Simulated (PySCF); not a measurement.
Compound: C₇H₁₂N (doublet state).
Z-matrix (Å and degrees, GFN2-xTB geometry), rows numbered from 1:
```
C 
C   1  1.4843
C   2  1.5402  1   88.32
C   1  1.4847  2   94.09  3     2.93
N   4  1.4437  1  116.44  2  -120.11
C   5  1.4643  4  118.60  1   -60.88
C   6  1.5329  5   89.32  4  -138.64
C   5  1.4637  4  118.85  1  -170.43
H   1  1.0718  2  131.33  3  -156.53
H   2  1.0948  1  115.15  3  -116.33
H   2  1.0947  1  115.53  3   117.66
H   3  1.0874  2  115.71  1  -120.90
H   3  1.0860  2  113.52  1   110.78
H   4  1.1119  1  113.21  2   110.89
H   6  1.0969  5  113.71  4   -23.55
H   6  1.0913  5  113.07  4   101.84
H   7  1.0865  6  113.27  5  -100.12
H   7  1.0870  6  116.30  5   131.32
H   8  1.0985  5  113.73  4    23.31
H   8  1.0914  5  113.18  4  -101.90
```

The hyperfine couplings belong to this conformer and change with its torsions.

Identity: `[CH]1CC[C@@H]1N1CCC1` [radical].

Method used: PySCF, UKS B3LYP, pcH-1 on C H N, non-relativistic, mean-field spin-orbit, GIAO. One conformer (not necessarily the lowest) at the GFN2-xTB geometry, without solvent, vibrations or thermal averaging. Couplings are sensitive to structure, and on GFN2-xTB geometries they can be far from those on DFT ones. The SCF solution wasn't tested for stability.

The Mulliken spin populations are largest on C1 (+1.01), C2 (-0.09) and C4 (-0.07). No atom but C1 exceeds +0.15. The angles at C1 add up to 356.3°, so it is nearly planar; its axial dipolar tensor and the negative coupling of its proton fit spin in a p orbital normal to that plane.

Q: McConnell's relation a(H) = Q·ρ ties the coupling of a proton on a planar π carbon to the spin population of that carbon. What Q do the computed values give?

A: 
| H | C | ρ(C) | a(H) (G) | a/ρ (G) |
| --- | --- | --- | --- | --- |
| H9 | C1 | +1.012 | -21.19 | -20.9 |

One proton gives one ratio, Q = -20.9 G, and no test of linearity. In McConnell's picture π spin on carbon polarises the C–H bond and leaves opposite spin at the proton, which makes Q negative, as found here.

Q: How do the β-proton couplings of this frozen conformer go with θ, the angle between the C–H bond and the normal to the plane of the spin centre's three neighbours, both seen down the bond from centre to carbon?

A: 
```
β H  on  centre  θ (°)  cos²θ   a (G)
H10  C2      C1     18   0.91  +43.02
H11  C2      C1     36   0.65  +38.37
H14  C4      C1     15   0.93  +37.56
```

Couplings in gauss use g_iso = 2.0026.
